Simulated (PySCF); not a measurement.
Geometries of 2 isomers of GeH6N2, from PySCF, PBE0-D3(BJ)/def2-SVP geometry optimisation, gas phase. One conformer each, no zero-point energy, no frequencies.

Task: Which is lower in electronic energy at this level?
A.
```xyz
9
angstrom
N     -1.499   -0.108   -0.055
N     -0.260   -0.685   -0.349
Ge     1.301    0.043    0.287
H     -1.783   -0.357    0.890
H     -1.485    0.912   -0.121
H     -0.249   -1.084   -1.282
H      2.471   -0.722   -0.357
H      1.404    1.556   -0.042
H      1.312   -0.106    1.821
```
B.
```xyz
9
angstrom
N      1.435   -0.332    0.403
Ge    -0.233    0.400    0.227
N     -1.510   -0.889   -0.082
H      1.461   -1.187    0.953
H      1.919   -0.496   -0.475
H     -0.654    1.056    1.554
H     -0.089    1.453   -0.897
H     -2.454   -0.625    0.190
H     -1.539   -1.269   -1.024
```

Result: B. That is `[NH2][GeH2][NH2]`, 39.2 kcal/mol below the other.

```
          SMILES  atoms numbered as above       E (Eh)  relative (kcal/mol)  relative (kJ/mol)  dipole (D)
[NH2][GeH2][NH2]   [NH2:1][GeH2:2][NH2:3]  -2189.39634                  0.0                0.0        1.74
     N[NH][GeH3]    [NH2:1][NH:2][GeH3:3]  -2189.33385                 39.2              164.0        0.79
```

As drawn, the higher has an N–N linkage, which the lower lacks.
